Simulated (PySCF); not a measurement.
# Removing the step error of a finite difference

System: C3H10Cl2GeSi (SMILES [CH3][Ge]([CH3])([CH3])[SiH](Cl)Cl), singlet, geometry from GFN2-xTB, atoms displaced at random by about 0.03 Å a coordinate. Level: R2SCAN/STO-3G, gradient (PySCF). Sums are taken with unrounded values, so a last digit can differ.

Central differences of the energy along z of atom 12 gave a gradient component of -0.010485 Eh/bohr at step 0.05 and -0.009920 Eh/bohr at step 0.2 (atomic units).

Question: Extrapolate to zero step.

Answer: The leading error of a symmetric difference goes as h², so A(h) = A0 + c h². Then c = (-0.009920 - (-0.010485))/(0.2² - 0.05²) = 0.0151 (atomic units) and A0 = -0.010485 - c × 0.05² = -0.010523 Eh/bohr. The analytic value from the same program and level (with grid response) is -0.010524 Eh/bohr: the smaller step missed it by 0.000039, the extrapolation by 0.000001.
